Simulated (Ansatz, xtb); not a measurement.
## Relative energy of two isomers of H2NOTe−

We compare a, `N[Te][O-]`, a singlet, with b, `[NH-][Te]O`, a singlet. Both are isolated ions in the gas phase, relaxed with B3LYP-D3(BJ)/def2-SVPD; the shapes shown needn't be the lowest conformers.

a (Å):

```xyz
5

N     0.1896   -0.0374    1.1653
O     0.9595   -0.2649   -1.9367
Te   -0.0237   -1.2449   -0.6134
H    -0.7331    0.2386    1.4985
H     0.6312   -0.5910    1.8981
```

b (Å):

```yaml
atoms:
  - { symbol: N, position_ang: [-0.3867, -0.9582, -0.6642] }
  - { symbol: O, position_ang: [1.0419, 1.3704, 1.2947] }
  - { symbol: Te, position_ang: [0.2380, -0.6336, 1.1973] }
  - { symbol: H, position_ang: [0.4479, -1.2935, -1.1620] }
  - { symbol: H, position_ang: [0.2643, 1.9420, 1.2765] }
```

**Question.** Which of the two would you expect CCSD(T)/def2-SVPD + ΔMP2/def2-TZVPPD electronic energies to favour?

**Answer.** Too close to call at this level: CCSD(T)/def2-SVPD + ΔMP2/def2-TZVPPD gives E(b) − E(a) = +1.62 kcal/mol.

How the difference moves with the method:

```json
{"level": "GFN2-xTB", "geometry": "GFN2-xTB", "E(b) − E(a) (kcal/mol)": "+4.30", "departure from the last row (kcal/mol)": "+2.68", "job, with rough time for the two": "optimisation, 0.29 s"}
{"level": "HF/STO-3G", "geometry": "GFN2-xTB", "E(b) − E(a) (kcal/mol)": "+1.77", "departure from the last row (kcal/mol)": "+0.14", "job, with rough time for the two": "single point, 1.4 s"}
{"level": "r2SCAN-D4/def2-SVPD", "geometry": "GFN2-xTB", "E(b) − E(a) (kcal/mol)": "+3.13", "departure from the last row (kcal/mol)": "+1.50", "job, with rough time for the two": "single point, 6.9 s"}
{"level": "B3LYP-D3(BJ)/def2-SVPD", "geometry": "B3LYP-D3(BJ)/def2-SVPD", "E(b) − E(a) (kcal/mol)": "+1.30", "departure from the last row (kcal/mol)": "−0.32", "job, with rough time for the two": "optimisation, 2.1 min"}
{"level": "HF/def2-SVPD", "geometry": "B3LYP-D3(BJ)/def2-SVPD", "E(b) − E(a) (kcal/mol)": "+3.74", "departure from the last row (kcal/mol)": "+2.11", "job, with rough time for the two": "part of the CCSD(T) run"}
{"level": "MP2/def2-SVPD", "geometry": "B3LYP-D3(BJ)/def2-SVPD", "E(b) − E(a) (kcal/mol)": "+1.06", "departure from the last row (kcal/mol)": "−0.56", "job, with rough time for the two": "part of the CCSD(T) run"}
{"level": "CCSD(T)/def2-SVPD", "geometry": "B3LYP-D3(BJ)/def2-SVPD", "E(b) − E(a) (kcal/mol)": "+1.08", "departure from the last row (kcal/mol)": "−0.54", "job, with rough time for the two": "single point"}
{"level": "CCSD(T)/def2-SVPD + ΔMP2/def2-TZVPPD", "geometry": "B3LYP-D3(BJ)/def2-SVPD", "E(b) − E(a) (kcal/mol)": "+1.62", "departure from the last row (kcal/mol)": "", "job, with rough time for the two": "single point, 60 s"}
```

As drawn, b has 1 O–H in place of 1 N–H.

The largest departure from CCSD(T)/def2-SVPD + ΔMP2/def2-TZVPPD is that of GFN2-xTB, 2.68 kcal/mol. The last row adds to CCSD(T) the change of the MP2 difference between the two basis sets, here +0.54 kcal/mol.

With harmonic frequencies from B3LYP-D3(BJ)/def2-SVPD (ideal gas, rigid rotor, one conformer each, 298.15 K, 1 atm): the zero-point term adds −0.44 kcal/mol; ΔH is +1.21 and ΔG +1.16 kcal/mol.

The T1 diagnostic of structures a and b is large, so the coupled-cluster value is less sure. The correlated steps freeze 6 core orbitals; the filled d shell of Te is correlated, in a basis made for valence electrons. Atoms past krypton carry core potentials in the def2 sets, other sets are all-electron and non-relativistic, and no spin–orbit term is included. Mirror images aren't counted in ΔG. Programs: Ansatz 0.2.0, xtb 6.7.1; the last row on 1 thread of AMD EPYC 7R43 64-Core Processor (Zen 3) on a shared host.
